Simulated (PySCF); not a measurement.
Sn(H)2(Cl)(Me) (CH₅ClSn), SMILES [CH3][SnH2][Cl].

Coordinates come from a B3LYP-D3(BJ)/def2-SVP optimisation. The def2 effective core potentials stand for the cores of Sn; spin–orbit coupling is left out.

Level of theory: C-PCM-PBE0/def2-SVP (PySCF).

The values are the electrostatic part of the solvation free energy, E(continuum) − E(gas) at the gas-phase geometry, in a cavity of scaled van der Waals radii (PySCF's table); cavitation and dispersion terms are not included. A continuum can't describe solvent molecules that bind to the metal. In vacuum the orbital gap is 7.67 eV. The dipole moment in vacuum is 3.04 D.

Computed values in water (ε = 78.36), cyclohexanone (ε = 15.62), n-hexane (ε = 1.88):
| solvent | ε | ΔG(elec) (kcal/mol) | dipole (D) | gap (eV) |
|---|---|---|---|---|
| water | 78.36 | -3.5 | 3.93 | 7.81 |
| cyclohexanone | 15.62 | -3.2 | 3.87 | 7.81 |
| n-hexane | 1.88 | -1.5 | 3.41 | 7.75 |
